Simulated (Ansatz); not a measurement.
A nudged elastic band was laid between two geometries of CH$_{4}$BClO (8 atoms, charge 0, multiplicity 1).

All numbers below come from Ansatz, RKS PBE0-D4/def2-SVP.

```yaml
movable_images: 7
climbing_image: yes
spring: 0.1 eV/Å²
optimiser: quadratic models (default)
start_path: through a guess of the saddle point
force_threshold: 0.05 eV/Å
iteration_limit: 60
end_points: relaxed
```

Initial state:

```xyz
8
Properties=species:S:1:pos:R:3
C -0.230 0.997 0.137
B 0.127 -0.489 -0.178
O 0.324 -1.389 0.803
Cl 0.290 -1.036 -1.875
H -1.185 1.273 -0.341
H 0.530 1.671 -0.290
H -0.304 1.183 1.217
H 0.540 -2.268 0.471
```

Final state:

```xyz
8
Properties=species:S:1:pos:R:3
C -0.166 0.852 0.142
B -0.038 -0.628 -0.363
O 0.712 -1.584 0.220
Cl -0.933 -1.137 -1.807
H 0.092 1.553 -0.668
H 0.462 1.084 1.016
H -1.215 1.067 0.405
H 1.178 -1.264 0.999
```

(1) What changes between the two ends?

(2) What energy profile does the band end with?

(3) What is the geometry of the highest image?

Results:

(1) No bond is made or broken.

(2) The run converged. The highest image is number 3 of 0 to 8, 0.55 eV above the first end and 0.45 eV above the last; the last end lies 0.10 eV above the first. The profile has 2 maxima (images 1, 3) with wells between them (image 2): this band takes more than one step, which may be the mechanism or a detour left from its start path. Another band between the same ends (7 images) ends at a top of the same energy, where a vibrational analysis finds 1 clearly imaginary mode.

| image | path coordinate (Å) | energy (eV) |
| --- | --- | --- |
| 0 | 0.00 | 0.00 |
| 1 | 1.40 | 0.02 |
| 2 | 2.85 | 0.00 |
| 3 | 4.09 | 0.55 |
| 4 | 4.38 | 0.43 |
| 5 | 4.66 | 0.21 |
| 6 | 4.95 | 0.11 |
| 7 | 5.23 | 0.10 |
| 8 | 5.52 | 0.10 |

(3) 
```xyz
8
Properties=species:S:1:pos:R:3
C -0.211 0.940 0.087
B -0.058 -0.583 -0.239
O 0.499 -1.471 0.622
Cl -0.756 -1.224 -1.750
H -0.441 1.565 -0.786
H 0.673 1.334 0.612
H -1.054 1.035 0.796
H 1.440 -1.654 0.602
```

Run time: 5.3 min on 1 thread of Intel(R) Xeon(R) Platinum 8375C CPU @ 2.90GHz (Ice Lake) (shared host), peak memory 0.17 GiB.
